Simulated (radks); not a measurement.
All-electron atom: W II in [Kr] 4d10 4f14 5s2 5p5.5 5d4.5 6s1 (fractional occupations, a model configuration). All-electron calculation, Dirac Kohn-Sham, exchange-only LDA, spin-unpolarised, spherical densities, finite nucleus; open shells fill j = l - 1/2 first; Fermi nuclear charge, rms radius 5.3658 fm. Program: a radial shooting solver on a logarithmic mesh with Libxc functionals.

Spin-orbit splittings of the eigenvalues, e(l+1/2) - e(l-1/2), with zeta = 2 splitting/(2l+1) and mean radii in bohr:

| shell | occ. | splitting (eV) | zeta (eV) | <r> j=l-1/2 | <r> j=l+1/2 |
|---|---|---|---|---|---|
| 2p | 6 | 1351 | 900.8 | 0.06367 | 0.07163 |
| 3p | 6 | 292.1 | 194.7 | 0.1907 | 0.2054 |
| 3d | 10 | 63.57 | 25.43 | 0.1797 | 0.1843 |
| 4p | 6 | 67.92 | 45.28 | 0.4547 | 0.4883 |
| 4d | 10 | 12.52 | 5.006 | 0.5050 | 0.5165 |
| 4f | 14 | 2.241 | 0.6404 | 0.6027 | 0.6123 |
| 5p | 5.5 | 9.962 | 6.641 | 1.175 | 1.280 |
| 5d | 4.5 | 0.7889 | 0.3156 | 1.926 | 2.001 |
| 5f | 0 | ? | ? | 15.86 | 15.86 |
| 6p | 0 | 0.7758 | 0.5172 | 3.741 | 4.070 |
| 6d | 0 | 0.04168 | 0.01667 | 8.095 | 8.299 |

Estimate the 5f splitting.

Answer. 0.00004341 eV (zeta = 0.00001240 eV).
